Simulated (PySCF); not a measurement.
## Bond curve of CuBr

Set-up: Cu cc-pVTZ-PP with ECP10, Br cc-pVTZ-PP with ECP10; scalar-relativistic core potentials (PySCF 2.14). Energies in eV from Cu (3d10 4s1) + Br in their ground configurations at the same level. State: ¹Σ⁺ (singlet), closed shell.

```json
{"R (Å)": "1.879", "PBE0": "-2.412"}
{"R (Å)": "1.966", "PBE0": "-2.938"}
{"R (Å)": "2.054", "PBE0": "-3.218"}
{"R (Å)": "2.119", "PBE0": "-3.315"}
{"R (Å)": "2.185", "PBE0": "-3.340"}
{"R (Å)": "2.251", "PBE0": "-3.312"}
{"R (Å)": "2.338", "PBE0": "-3.217"}
{"R (Å)": "2.447", "PBE0": "-3.036"}
{"R (Å)": "2.578", "PBE0": "-2.770"}
{"R (Å)": "2.753", "PBE0": "-2.383"}
```

Task: Put a parabola through the three lowest points of the PBE0 curve and estimate Re, k and ωe (reduced mass 35.01 u; 1 eV/Å² = 0.16022 mdyn/Å; ωe = 1302.8·√(k/μ) cm⁻¹).

Result: Through R = 2.119, 2.185, 2.251 Å the second-order coefficient is 6.08 eV/Å², so Re ≈ 2.183 Å, k ≈ 1.95 mdyn/Å and ωe ≈ 307 cm⁻¹. A polynomial fit of higher order to the unrounded PBE0 energies gives Re = 2.180 Å, k = 2.00 mdyn/Å, ωe = 311 cm⁻¹; anharmonicity and rounding make the difference.

The higher-order fit for each curve: PBE0: Re = 2.180 Å, ωe = 311 cm⁻¹, De = 3.34 eV.
